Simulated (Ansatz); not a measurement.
Reaction R1 → P1 + P2, each structure at its B3LYP-D3(BJ)/def2-TZVP stationary point, reached from a drawn start (curvature not checked).
R1: H7NSi2 (SMILES [SiH3]N[SiH3]), charge 0, multiplicity 1.
P1: H6NSi2 (SMILES [SiH3][N][SiH3]), charge 0, multiplicity 2.
P2: H atom, charge 0, multiplicity 2.

P less R. No zero-point or thermal terms; singlets are restricted closed shells; open shells are unrestricted.

Cores are frozen in the correlated methods.

Programs: Ansatz (Gaussian basis) for Hartree–Fock, density functionals and correlated methods. All values are computed, each at the level named.

Q: What reaction energy does CCSD(T)/cc-pV(T+d)Z give?

A: 116.2 kcal/mol

Q: Predict the reaction energy from BHLYP/def2-TZVPP.

A: 111.8 kcal/mol

Q: Predict the reaction energy from HF/cc-pV(D+d)Z.

A: 86.3 kcal/mol

Ansatz is a program for electronic structure.
